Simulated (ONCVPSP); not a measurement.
**Before and after: ONCV potential for carbon**

C, optimised norm-conserving Vanderbilt (ONCV), made with ONCVPSP 4.0.1 (Wu-Cohen, scalar-relativistic). Core [He], reference 2s2 2p0.5 (charge +1.5). Waves: 2s: rc 1.10 bohr, ncon 3, nbas 7, qcut 6.9 1/bohr, 2 projectors, debl 1.8 Ha; 2p: rc 2.10 bohr, ncon 4, nbas 7, qcut 7.9 1/bohr, 1 projector; d scattering state at 0.18 Ha: rc 1.85 bohr, ncon 4, nbas 7, qcut 6 1/bohr, 1 projector. Local part: polynomial inside 0.85 bohr (lpopt 5, dvloc0 3 Ha). Core correction: none.

Change: functional PBE.

Cutoffs: the cutoffs (Ha) at which the residual kinetic energy of the hardest occupied pseudo-wave falls to 1 and 0.1 mHa per electron; they do not see the model core or the augmentation charge, which bear on the density cutoff. Errors are all-electron minus pseudo energies relative to the spin-unpolarised reference configuration.

Task: Predict the effect on cutoff, ghosts and configuration errors.

Result: The potential gets neither clearly harder nor softer (19 Ha and 28 Ha → 19 Ha and 27 Ha); of the 4 tests that both files solve, the error grows in 4 and shrinks in 0 by more than 15 % and 0.3 meV (median size 56.2 → 67.2 meV); neither file shows a bound ghost.

```tsv
quantity	base	changed
cutoff, loose	19 Ha	19 Ha
cutoff, tight	28 Ha	27 Ha
loose cutoff by channel	s 19 Ha, p 17 Ha	s 19 Ha, p 17 Ha
bound ghosts	none	none
GHOST(+) flags under 300 eV	none	none
error for 2s2 2p2, meV [ΔE -21.01 → -21.09 eV]	+78	+91
error for 2s2 2p1, meV [ΔE -10.20 → -10.23 eV]	+19	+22
error for 2s2 2p0, meV [ΔE 13.87 → 13.92 eV]	+35	+43
error for 2s1 2p3, meV [ΔE -12.58 → -12.62 eV]	+136	+168
s: phases at 1.12 bohr within 0.05 rad from the reference energy up to (Ha; the scan ends near 5)	to the end of the scan	to the end of the scan
p: phases at 2.13 bohr within 0.05 rad from the reference energy up to (Ha; the scan ends near 5)	0.2	0.2
d: phases at 1.88 bohr within 0.05 rad from the reference energy up to (Ha; the scan ends near 5)	3.9	3.9
```
